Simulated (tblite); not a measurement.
Species: C6H8F2.
SMILES with atom numbers: `[F:1][C@@H:2]1[CH2:3][C@@H:4]([F:5])[C@H:6]2[CH2:7][C@@H:8]12` (hydrogens: H9 on C2; H10, H11 on C3; H12 on C4; H13 on C6; H14, H15 on C7; H16 on C8)

Computed with GFN2-xTB (tblite), gas phase: Langevin dynamics at 600 K from the optimised GFN2-xTB geometry, time step 0.5 fs, friction 0.01 fs⁻¹, 2000 steps.

Start geometry:
```
atom  x, y, z in Å
F1     -1.230    2.102    0.215
C2     -0.550    1.149   -0.524
C3     -1.295   -0.185   -0.453
C4     -0.638   -0.988    0.682
F5     -0.584   -2.327    0.345
C6      0.745   -0.401    0.857
C7      1.566   -0.280   -0.394
C8      0.800    0.901    0.111
H9     -0.493    1.558   -1.540
H10    -1.184   -0.737   -1.385
H11    -2.356   -0.018   -0.277
H12    -1.211   -0.939    1.615
H13     1.234   -0.547    1.808
H14     2.639   -0.261   -0.283
H15     1.230   -0.784   -1.286
H16     1.318    1.767    0.497
```

The statistics below take the 31 frames saved every 25 fs from 250 to 1000 fs; their kinetic temperature (all 3N coordinates) averages 657 K.

Question: How do the bond lengths spread?

Answer: 
```tsv
bond	start (Å)	mean (Å)	standard deviation (Å)	shortest (Å)	longest (Å)
F1–C2	1.385	1.398	0.040	1.331	1.522
C2–C3	1.530	1.540	0.058	1.427	1.681
C3–C4	1.537	1.546	0.047	1.437	1.628
C4–F5	1.383	1.394	0.030	1.334	1.465
C4–C6	1.512	1.536	0.044	1.442	1.620
C6–C7	1.501	1.495	0.038	1.426	1.588
C7–C8	1.496	1.493	0.042	1.387	1.563
C2–C8	1.512	1.519	0.041	1.446	1.622
C6–C8	1.502	1.494	0.035	1.440	1.566
C2–H9	1.097	1.098	0.024	1.038	1.154
C3–H10	1.089	1.097	0.043	1.002	1.175
C3–H11	1.089	1.094	0.055	0.984	1.225
C4–H12	1.096	1.107	0.030	1.049	1.160
C6–H13	1.079	1.085	0.041	1.026	1.158
C7–H14	1.079	1.081	0.038	1.007	1.189
C7–H15	1.078	1.083	0.033	1.031	1.164
C8–H16	1.079	1.087	0.041	1.015	1.168
```

Question: Give the same statistics for bond angles, one of each kind among heavy atoms.

Answer: 
```csv
angle,start (°),mean (°),standard deviation (°),smallest (°),largest (°)
F1–C2–C3,109.6,109.9,5.1,97.0,117.8
F1–C2–C8,109.1,108.9,5.4,96.5,118.6
C3–C2–C8,105.8,106.1,3.3,98.2,113.4
C2–C3–C4,106.3,106.9,3.5,97.4,114.0
C3–C4–F5,110.0,111.2,5.2,101.7,122.8
C3–C4–C6,105.9,106.1,2.8,99.1,110.9
F5–C4–C6,111.6,111.4,4.4,101.1,121.8
C4–C6–C7,115.8,117.2,6.5,104.9,129.4
C4–C6–C8,108.2,107.8,3.8,98.3,115.1
C7–C6–C8,59.8,59.9,2.2,54.7,64.5
C6–C7–C8,60.2,60.0,2.1,56.7,63.9
C2–C8–C7,116.4,116.1,5.8,103.0,129.0
C2–C8–C6,108.5,109.3,3.9,100.0,116.8
C6–C8–C7,60.1,60.0,1.8,56.6,65.2
```

Question: How far does each atom move about its mean position (frames aligned on the start, all atoms weighted alike), and what rms force does it feel?

Answer: 
```tsv
atom	rms displacement (Å)	rms force (eV/Å)
F1	0.33	1.23
C2	0.11	2.32
C3	0.14	3.16
C4	0.10	2.28
F5	0.32	1.12
C6	0.11	3.05
C7	0.13	2.76
C8	0.10	2.45
H9	0.28	0.98
H10	0.36	1.49
H11	0.35	1.90
H12	0.27	1.09
H13	0.23	1.48
H14	0.20	1.38
H15	0.28	1.27
H16	0.21	1.44
```

The displacements run from 0.10 to 0.36 Å.

Question: How widely does the potential energy scatter, against a harmonic estimate?

Answer: Mean 1.10 eV above the start, standard deviation 0.201 eV, range 0.71 to 1.51 eV. For 42 classical harmonic modes at 600 K the canonical values are 42kT/2 = 1.09 eV and kT·√(42/2) = 0.237 eV.

The run is classical and short, so these are rough statistics of one trajectory.

What follows is the cost of the whole dynamics run. The run took 10 s on one thread, Intel Xeon Platinum 8488C (x86_64), shared host, and the process peaked at 0.18 GiB of memory.
